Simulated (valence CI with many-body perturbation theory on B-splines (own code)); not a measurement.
## Yb XL: calculated level list

Method: relativistic CI+MBPT: three valence electrons over a frozen Dirac-Fock core [Ar] 3d10, radial functions for each j: 11 s, 11 p, 10 d, 8 f, 5 g, 2 h, with the one-electron correlation potential Σ1, the two-electron term Σ2, the three-electron term Σ3, Breit, model QED; selected CI, second order for the rest, scaled by the run's own slope (own B-spline code, finite nucleus).

The last digits are not significant, and no measured levels were compared; by estimate large intervals hold to a few tenths of a per cent, small ones and those within an open d or f shell to about a per cent.

Levels 136 to 180 of 197, with energies above the lowest level, (4s^2 4p1/2) J=1/2. "Leading %" is the weight of the configuration and term that name the level; weights of strongly mixed levels are sums over their largest components and can fall short. In the jj column 3d3/2^4 stands for four electrons in 3d with j = 3/2.

```
No.  Configuration  Term     J  E (eV)  Leading %   Second component                Leading jj
136         4p2.4f   2F°   7/2  638.20         36    17 % 4p2.4f 4F°  4p1/2 4p3/2 4f7/2 (41 %)
137         4p2.4f   4D°   3/2  638.33         36    26 % 4p2.4f 2P°  4p1/2 4p3/2 4f5/2 (68 %)
138         4p2.4f   2D°   5/2  638.44         42    25 % 4p2.4f 4D°  4p1/2 4p3/2 4f7/2 (52 %)
139         4p2.4f   2P°   1/2  639.05         53    40 % 4p2.4f 4D°  4p1/2 4p3/2 4f5/2 (93 %)
140         4p2.4f   2F°   5/2  647.93         45    14 % 4p.4d2 2F°  4p1/2 4p3/2 4f7/2 (68 %)
141         4p2.4f   2G°   9/2  648.05         34    26 % 4p.4d2 2H°  4p1/2 4p3/2 4f7/2 (35 %)
142         4p.4d2   2P°   1/2  648.09         74    17 % 4p.4d2 4D°      4p1/2 4d5/2^2 (91 %)
143         4p2.4f   2D°   3/2  649.32         40    27 % 4p2.4f 2P°  4p1/2 4p3/2 4f7/2 (64 %)
144         4p2.4f   2F°   7/2  652.30         20    17 % 4p.4d2 2F°  4p1/2 4p3/2 4f7/2 (29 %)
145         4p.4d2   2G°   7/2  673.09         23  20 % 4s.4d.4f 2G°      4p3/2 4d3/2^2 (52 %)
146         4p.4d2   4F°   5/2  674.60         18    16 % 4p.4d2 2F°      4p3/2 4d3/2^2 (52 %)
147         4p.4d2   4F°   3/2  675.74         21  17 % 4s.4d.4f 4F°      4p3/2 4d3/2^2 (69 %)
148       4s.4d.4f   4H°   7/2  676.20         83   8 % 4s.4d.4f 2G°     4s 4d3/2 4f5/2 (89 %)
149       4s.4d.4f   4H°   9/2  677.92         45  19 % 4s.4d.4f 2G°     4s 4d3/2 4f5/2 (76 %)
150         4p.4d2   4D°   1/2  680.07         69    14 % 4p.4d2 2P°      4p3/2 4d3/2^2 (86 %)
151         4p.4d2   4G°   9/2  680.13         29  16 % 4s.4d.4f 4G°  4p3/2 4d3/2 4d5/2 (58 %)
152         4p.4d2   2D°   3/2  680.32         19  14 % 4s.4d.4f 2D°      4p3/2 4d3/2^2 (49 %)
153       4s.4d.4f   4F°   7/2  680.87         33    17 % 4p.4d2 4F°     4s 4d3/2 4f7/2 (53 %)
154       4s.4d.4f   4F°   3/2  682.44         45    12 % 4p.4d2 4D°     4s 4d3/2 4f5/2 (54 %)
155         4p.4d2   4G°  11/2  682.74         39  25 % 4s.4d.4f 4H°     4s 4d3/2 4f7/2 (42 %)
156       4s.4d.4f   4F°   5/2  683.28         27    16 % 4p.4d2 4P°     4s 4d3/2 4f7/2 (50 %)
157       4s.4d.4f   4H°   9/2  683.72         48  16 % 4s.4d.4f 2G°     4s 4d3/2 4f7/2 (45 %)
158       4s.4d.4f   2G°   7/2  684.06         27    12 % 4p.4d2 2F°  4p3/2 4d3/2 4d5/2 (36 %)
159       4s.4d.4f   4F°   5/2  684.55         25  17 % 4s.4d.4f 2D°     4s 4d3/2 4f5/2 (34 %)
160       4s.4d.4f   2F°   5/2  685.85         19    17 % 4p.4d2 4D°  4p3/2 4d3/2 4d5/2 (38 %)
161       4s.4d.4f   4F°   9/2  686.74         28  20 % 4s.4d.4f 2G°     4s 4d3/2 4f7/2 (49 %)
162       4s.4d.4f   4H°  11/2  686.75         52    18 % 4p.4d2 2H°     4s 4d5/2 4f5/2 (38 %)
163       4s.4d.4f   4G°   5/2  687.95         37  11 % 4s.4d.4f 4F°     4s 4d3/2 4f5/2 (31 %)
164         4p.4d2   4D°   7/2  688.22         20    12 % 4p.4d2 2F°  4p3/2 4d3/2 4d5/2 (61 %)
165         4p.4d2   4D°   3/2  688.73         31  16 % 4s.4d.4f 2P°  4p3/2 4d3/2 4d5/2 (48 %)
166         4p.4d2   2S°   1/2  689.63         40    26 % 4p.4d2 4P°  4p3/2 4d3/2 4d5/2 (86 %)
167       4s.4d.4f   4G°   5/2  689.83         34  13 % 4s.4d.4f 2D°     4s 4d3/2 4f5/2 (43 %)
168         4p.4d2   2H°  11/2  690.33         28    21 % 4p.4d2 4G°      4p3/2 4d5/2^2 (42 %)
169       4s.4d.4f   4F°   7/2  690.61         40    14 % 4p.4d2 4F°     4s 4d3/2 4f7/2 (42 %)
170       4s.4d.4f   2D°   3/2  691.35         22  18 % 4s.4d.4f 4P°  4p3/2 4d3/2 4d5/2 (45 %)
171       4s.4d.4f   4G°   7/2  692.45         42    16 % 4p.4d2 4F°     4s 4d3/2 4f5/2 (41 %)
172       4s.4d.4f   4D°   1/2  693.54         62  12 % 4s.4d.4f 2P°     4s 4d3/2 4f5/2 (74 %)
173       4s.4d.4f   4H°  13/2  694.71        100                       4s 4d5/2 4f7/2 (100 %)
174       4s.4d.4f   4P°   5/2  695.31         36    20 % 4p.4d2 2D°      4p3/2 4d5/2^2 (40 %)
175       4s.4d.4f   4D°   3/2  695.36         38    17 % 4p.4d2 4S°     4s 4d3/2 4f5/2 (43 %)
176       4s.4d.4f   2F°   7/2  696.77         18    12 % 4p.4d2 4D°     4s 4d5/2 4f7/2 (44 %)
177         4p.4d2   4P°   5/2  697.25         38  19 % 4s.4d.4f 2D°  4p3/2 4d3/2 4d5/2 (36 %)
178       4s.4d.4f   4F°   9/2  697.39         44  30 % 4s.4d.4f 2G°     4s 4d5/2 4f7/2 (75 %)
179         4p.4d2   4D°   7/2  698.26         26  21 % 4s.4d.4f 2F°      4p3/2 4d5/2^2 (53 %)
180       4s.4d.4f   2D°   3/2  699.12         33    10 % 4p2.4f 2D°     4s 4d5/2 4f5/2 (37 %)
```

Where two levels of one J and parity lie close, their mixing, g and order are uncertain.
